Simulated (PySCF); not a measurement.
# Telling isomers of C8H7FO3 apart by NMR

Method: GIAO PBE0/pcSseg-1 shieldings, GFN2-xTB structure, in PySCF 2.14.0 with density-fitted response routines (no solvent model, single conformer, relativity neglected, fast rotation and ring inversion assumed for equivalent nuclei).

δ = σ(ref) − σ, references computed at the same level: TMS for ¹H and ¹³C. Splittings of carbon signals by F and P are missing where no couplings were computed. Where no couplings were computed, multiplicities follow the n + 1 count of equivalent neighbours, and m marks all less simple cases (inequivalent or close neighbours, rings, F or P nearby). Shifts are as computed. Against solution values, carbons near 30 ppm lie about +3 ppm off and those near 130 ppm about +5 ppm. Of 1211 compounds with measured shifts, 218 miss one by over three times the rms of a fit or turn the order of signals round; such compounds aren't used in these exercises.

(1) Tabulate the signals of `CC(=O)c1cc(C)oc1C(=O)F`, `COC1=C(F)C(=O)C=C(C)C1=O` and their relative energies.

(2) What is the quickest way to tell CC(=O)c1cc(C)oc1C(=O)F from COC1=C(F)C(=O)C=C(C)C1=O?

## Answers

(1) 
| SMILES | carbon types | δC | δH | E rel. (kcal/mol) |
| --- | --- | --- | --- | --- |
| CC(=O)c1cc(C)oc1C(=O)F | 5×C 1×CH 2×CH3 | 197.6, 165.3, 157.4, 145.8, 141.6, 121.4, 36.4, 16.6 | 7.13 (s, 1H), 3.02 (s, 3H), 2.56 (s, 3H) | 0.0 |
| COC1=C(F)C(=O)C=C(C)C1=O | 5×C 1×CH 2×CH3 | 188.8, 184.9, 152.5, 149.0, 148.8, 136.3, 60.2, 19.8 | 6.47 (m, 1H), 4.29 (s, 3H), 2.09 (s, 3H) | 34.6 |

Energies are electronic energies at PBE0/pcSseg-1 on these geometries, without zero-point or thermal terms, each for the one conformer computed, which needn't be the lowest.

(2) Both give the same number of carbon signals, with the same numbers of each carbon type, so the positions decide. The first has a methyl carbon α to a carbonyl (CH3) at 36.4 ppm, the second a methyl carbon bonded to O (CH3) at 60.2 ppm. Their most deshielded carbons lie at 197.6 and 188.8 ppm. In the proton spectra the most deshielded non-exchanging signals are 7.13 (s, 1H) and 6.47 (m, 1H).
